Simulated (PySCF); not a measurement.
**Exercise with solution: entropy of an ideal gas**

GeFCl₃, SMILES [Ge]([Cl])([Cl])([F])[Cl].

The structure is a stationary point at B3LYP-D3(BJ)/def2-SVP.

B3LYP-D3(BJ)/def2-SVP run with PySCF gives the harmonic wavenumbers 131, 131, 168, 212, 212, 398, 465, 465, 738 cm⁻¹ and the rotational temperatures 0.0772, 0.0772, 0.0553 K. The molar mass is 197.98 g/mol, the symmetry number 3, the spin multiplicity 1.

**Question.** Work out the entropy at 298.15 K and 1 atm in the rigid-rotor, harmonic-oscillator model.

**Answer.** 
Translation (Sackur–Tetrode at 1 atm): S = R[1.5 ln M + 2.5 ln T − 1.16487] = 174.7 J/(mol K).
Rotation: q = (√π/σ) T^1.5/√(θA θB θC) = 168000, S = R[ln q + 3/2] = 112.5 J/(mol K).
Vibration: with u = 1.4388 ν/T, each mode gives R[u/(e^u − 1) − ln(1 − e^−u)]:
```
ν (cm⁻¹)  modes     u  S (J/(mol K))
--------  -----  ----  -------------
131           2  0.63          24.53
168           1  0.81          10.28
212           2  1.02          16.96
398           1  1.92           4.06
465           2  2.24           6.29
738           1  3.56           1.11
```
These are all the modes. Sum 63.2 J/(mol K).
Spin: R ln 1 = 0.0 J/(mol K).
Total 350.4 J/(mol K); the program's own thermochemistry gives 350.3. Translation makes up 50 % and vibration 18 %. Anharmonicity, hindered rotation and orbital degeneracy are left out.
